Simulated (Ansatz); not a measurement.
One geometry of SiEt(NMe2)3 (C8H23N3Si), several levels of theory.

```yaml
crystal:
  periodic: [false, false, false]
  atoms:
    - {symbol: Si, position_ang: [-0.152207, 0.097871, 0.205335]}
    - {symbol: C, position_ang: [-0.072226, 0.090611, 2.106330]}
    - {symbol: C, position_ang: [1.133687, -0.668193, 2.683788]}
    - {symbol: H, position_ang: [-1.023429, -0.302982, 2.528183]}
    - {symbol: H, position_ang: [-0.026169, 1.156206, 2.421979]}
    - {symbol: H, position_ang: [1.169282, -0.608547, 3.791831]}
    - {symbol: H, position_ang: [1.119306, -1.745750, 2.416471]}
    - {symbol: H, position_ang: [2.090918, -0.260934, 2.298400]}
    - {symbol: N, position_ang: [1.450065, 0.128155, -0.520758]}
    - {symbol: C, position_ang: [2.347362, 1.242467, -0.296691]}
    - {symbol: C, position_ang: [2.079194, -1.032819, -1.109548]}
    - {symbol: H, position_ang: [3.193490, 0.984793, 0.390058]}
    - {symbol: H, position_ang: [1.798355, 2.096810, 0.149651]}
    - {symbol: H, position_ang: [2.807161, 1.604333, -1.249054]}
    - {symbol: H, position_ang: [1.337600, -1.844778, -1.242968]}
    - {symbol: H, position_ang: [2.515365, -0.802587, -2.113000]}
    - {symbol: H, position_ang: [2.914213, -1.436791, -0.481951]}
    - {symbol: N, position_ang: [-0.928801, 1.576339, -0.333346]}
    - {symbol: C, position_ang: [-2.094433, 2.099485, 0.347521]}
    - {symbol: C, position_ang: [-0.672648, 2.199739, -1.614435]}
    - {symbol: H, position_ang: [-2.001453, 3.195710, 0.541779]}
    - {symbol: H, position_ang: [-2.240374, 1.601607, 1.327034]}
    - {symbol: H, position_ang: [-3.035908, 1.954241, -0.239486]}
    - {symbol: H, position_ang: [0.203863, 1.726041, -2.098171]}
    - {symbol: H, position_ang: [-1.541040, 2.110627, -2.315418]}
    - {symbol: H, position_ang: [-0.460216, 3.291696, -1.507806]}
    - {symbol: N, position_ang: [-1.014504, -1.332988, -0.336345]}
    - {symbol: C, position_ang: [-1.066837, -2.586710, 0.382729]}
    - {symbol: C, position_ang: [-1.526548, -1.410130, -1.689277]}
    - {symbol: H, position_ang: [-2.104545, -2.999446, 0.401387]}
    - {symbol: H, position_ang: [-0.746280, -2.456991, 1.434750]}
    - {symbol: H, position_ang: [-0.415615, -3.379623, -0.067563]}
    - {symbol: H, position_ang: [-1.543241, -0.405383, -2.156168]}
    - {symbol: H, position_ang: [-0.921235, -2.080177, -2.351948]}
    - {symbol: H, position_ang: [-2.572139, -1.801893, -1.703303]}
basis:
  gaussian: {orbitals: def2-TZVP, initial_orbitals: start.molden}
correlation: {method: mp2}
scf: {omitted_lower_state_checks: [starts]}
output: {orbitals: {seedname: orbitals}}
```

The file start.molden holds the orbitals of an earlier run on this structure, at another level or in another basis.

```sh
$ ansatz run in.yaml --threads 2 --pin off --events-out ev --progress --plain --max-ram 22528MiB --backend cuda --devices 0, --max-vram 18GiB
```

Output, abridged:

```
Functional definition: HF
3536 factors; integrals over basis functions are off by at most 1.4e-3 eV
mean field evaluation 1: about -20918.8539 eV, gradient 4.1e1 eV
mean field evaluation 2: about -20920.6641 eV, gradient 1.7e0 eV
mean field evaluation 4: about -20921.2550 eV, gradient 1.5e0 eV
mean field evaluation 8: about -20921.2595 eV, gradient 1.0e-4 eV
mean field -20921.25951979 eV, -768.8421064131 hartree, gradient 2.6e-6 eV, S^2 0.000000; 0 other end points of the search recorded, 0 dependent functions left out
16 core orbitals not correlated: weight in the atoms' cores, before any rotation towards them, 1.000 or more for the frozen orbitals, at most 0.000 for the correlated occupied ones
reference -20921.25951979 eV, -768.8421064131 hartree; 37, 37 occupied and 463, 463 virtual orbitals, 3536 factors
second order -57.63214770 eV of doubles, -0.00000000 eV of singles
Total energy: -20978.89166749 eV, -770.9600487767 hartree
Checks for a lower state left out: starts
```

Hardware: 2 threads of AMD EPYC 7R13 on a shared host and a share (18 GiB) of an NVIDIA H100 80GB HBM3. Wall time 4.2 s, peak host memory 1.1 GiB.

First input, but with `gaussian: {orbitals: def2-TZVP, fitting: {mean_field: def2-universal-jkfit}, initial_orbitals: start.molden}`, `hamiltonian: {xc: {name: wB97X-V}}` and without the key `correlation` (abridged; 6.5 s):

```
Functional definition: wB97X-V
mean field -21021.32724103 eV, -772.5195273405 hartree, gradient 1.8e-5 eV, S^2 0.000000
Total energy: -21021.32723777 eV, -772.5195272208 hartree
Checks for a lower state left out: starts
```

As the first input, with `gaussian: {orbitals: def2-TZVP, fitting: {mean_field: def2-universal-jkfit}, initial_orbitals: start.molden}`, `hamiltonian: {xc: {name: revPBE}, dispersion: d4}` and without the key `correlation` (abridged; 2.9 s):

```
Functional definition: revPBE
mean field -21019.64344379 eV, -772.4576489331 hartree, gradient 9.7e-6 eV, S^2 0.000000
Total energy: -21022.75912016 eV, -772.5721479280 hartree
Checks for a lower state left out: starts
```

First input, but with `gaussian: {orbitals: STO-3G}`, `hamiltonian: {xc: hf}` and without the key `correlation` (abridged; 2.4 s):

```
Functional definition: HF
mean field -20668.51403171 eV, -759.5538810435 hartree, gradient 5.2e-6 eV, S^2 0.000000
Total energy: -20668.51403171 eV, -759.5538810435 hartree
Checks for a lower state left out: starts
```

As the first input, with `hamiltonian: {xc: pbe}`, `correlation: {method: rpa}` and without the key `output` (abridged; 7.5 s):

```
Functional definition: PBE
mean field -21003.90965454 eV, -771.8794428429 hartree, gradient 9.5e-6 eV, S^2 0.000000
16 core orbitals not correlated: weight in the atoms' cores, before any rotation towards them, 1.000 or more for the frozen orbitals, at most 0.000 for the correlated occupied ones
Total energy: -21013.06453222 eV, -772.2158783922 hartree
Checks for a lower state left out: starts
```

Geometry: PBE-D4/def2-SVP.

Correlated methods freeze 16 core orbitals. Single mean-field runs in def2-TZVP are fitted with def2-universal-jkfit.
